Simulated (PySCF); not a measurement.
An unknown shows these calculated signals:

¹H NMR (500 MHz, computed): δ 7.50 (m, 1H), 6.62 (m, 1H), 4.38 (s, 3H), 2.77 (br s, 2H).

¹³C{¹H} NMR (computed): δ 152.4 (C), 141.8 (C), 135.8 (CH), 122.9 (CH).

Non-relativistic, a single conformation, in vacuum, one averaged value for each set of equivalent atoms. σ from GIAO-PBE0/pcSseg-1; GFN2-xTB geometry; PySCF.

Scale: TMS for ¹H and ¹³C (reference shieldings calculated alike).

Q: Which of these does the molecule contain: a (CH3)2CH unit, a C≡C triple bond, an NH or NH2 group, a Si–H bond, a nitrile, a heteroaromatic ring?

A: 
- A (CH3)2CH unit: no.
- A C≡C triple bond: no.
- An NH or NH2 group: yes (δH 2.77 (br s)).
- A Si–H bond: yes (δH 4.38 (s)).
- A nitrile: no.
- A heteroaromatic ring: yes.

The data belong to `Nc1coc([SiH3])c1`, C₄H₇NOSi; they needn't prove each group on their own.

Carbon signals by region: 4 in the sp2 and nitrile region (100–160 ppm).

Exchangeable OH/NH protons stand at their gas-phase positions; hydrogen bonding in a real sample shifts them, mostly to higher δ. Shifts are as computed. Against solution values, carbons near 30 ppm lie about +3 ppm off and those near 130 ppm about +5 ppm. Of 1211 compounds with measured shifts, 218 miss one by over three times the rms of a fit or turn the order of signals round; such compounds aren't used in these exercises. Multiplicities follow the n + 1 count of equivalent neighbours, as no J values were calculated; m marks all less simple cases, F and P coupling included.
